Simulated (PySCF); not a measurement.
# Reading the logs of faulty runs: AlClH4NSi

All numbers below are calculated, not measured. They come from PySCF 2.14.0, an open-source quantum chemistry program, on an isolated molecule that a program drew, which may never have been made. The molecule is AlClH4NSi (charge 0, doublet), drawn as the SMILES string `[AlH2][NH][SiH]Cl`.

Each row is a Hartree-Fock (HF) and frozen-core CCSD(T) single point in the cc-pV(D+d)Z basis, meant for a local HF minimum. Run 1 is clean. Each other run has one planted mistake out of seven kinds, and not every kind appears here: one electron removed, one electron added, multiplicity raised by two, geometry at a saddle point, minimal basis STO-3G, one bond length entered in bohr, all coordinates scaled. The reference is restricted for singlets and unrestricted otherwise, and also for a bond in bohr. Adding or removing an electron swaps singlet and doublet. Electrons count all cores. HOMO and LUMO are orbital energies over both spins, the gradient is its largest component, and the lowest frequency (negative if imaginary) is given only where the gradient is small. Bond lengths are over the 7 bonds as drawn. T1 is the CCSD diagnostic: over 0.02 (restricted) or 0.045 (unrestricted) a single reference is doubtful.

Geometry of the clean run:
```xyz
8
AlClH4NSi, angstrom
Al    0.6791   -1.3817    3.1254
N     1.7943   -0.8442    1.8257
Si    1.5238   -0.5805    0.1517
Cl    1.7502   -2.3260   -0.9821
H    -0.8360   -1.5873    2.7562
H     1.2791   -1.5912    4.5662
H     2.7601   -0.7223    2.0941
H     2.5107    0.3783   -0.3905
```

```
run,electrons,basis functions,<S^2>,HOMO (eV),LUMO (eV),gradient (hartree/bohr),lowest frequency (cm^-1),mean bond (Å),longest bond (Å),T1,HF (hartree),CCSD(T) (hartree),mistake
1,55,103,0.753,-9.18,1.44,2.1e-05,33,1.6059,2.094,0.0139,-1047.21272,-1047.72245,no fault
2,55,103,1.749,-7.55,0.20,1.5e-02,-,1.8240,3.243,0.1000,-1047.05706,-1047.52958,one bond length entered in bohr
3,55,103,3.783,-4.56,-1.92,7.8e-02,-,1.6059,2.094,0.0186,-1047.02717,-1047.50987,multiplicity raised by two
4,54,103,0.000,-15.76,-7.07,8.9e-02,-,1.6059,2.094,0.0200,-1046.91238,-1047.42681,one electron removed
5,55,103,0.753,-9.07,1.53,1.4e-02,-,1.5818,2.062,0.0134,-1047.21091,-1047.71907,?
```

**Which mistake was planted in run 5, and what did it cost?**

The mean and the longest bond both change by the same factor, 0.985, and the gradient is no longer small. So the mistake is: all coordinates scaled. Subtracting run 1 and multiplying by 627.51 kcal/mol a hartree, the energy moved by 1.1 kcal/mol in HF and 2.1 kcal/mol in CCSD(T).

Cautions from the logs. Run 2: T1 is over the limit, so its CCSD(T) energy is less reliable; run 4: T1 is over the limit, so its CCSD(T) energy is less reliable.
